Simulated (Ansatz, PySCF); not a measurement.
This singlet lies 1.89 eV below the relaxed triplet at the level composite: frozen-core CCSD(T) with HF/cc-pVQZ and the correlation energy extrapolated as X^-3 from cc-pVTZ and cc-pVQZ, plus CCSDT(Q) minus CCSD(T) in cc-pVDZ // PBE0-D3(BJ)/def2-TZVP (Ansatz, an electronic-structure program).

**HFGe, SMILES `[F][GeH]` (lower singlet) (charge 0, multiplicity 1)**

Method: PBE0-D3(BJ)/def2-TZVP run with PySCF.

```
Item                                           Value
-------------  -------------------------------------
HOMO                                        -7.23 eV
dipole moment                                 1.87 D
HOMO–LUMO gap                                4.40 eV
LUMO                                        -2.82 eV
total energy                            -59242.84 eV
cost           about 7 core-seconds (a rough figure)
```

```xyz
3

F      1.2787    -0.3408     0.0000
Ge    -0.0906     0.7594     0.0000
H     -1.1881    -0.4186     0.0000
```
Charge 0, spin multiplicity 1.
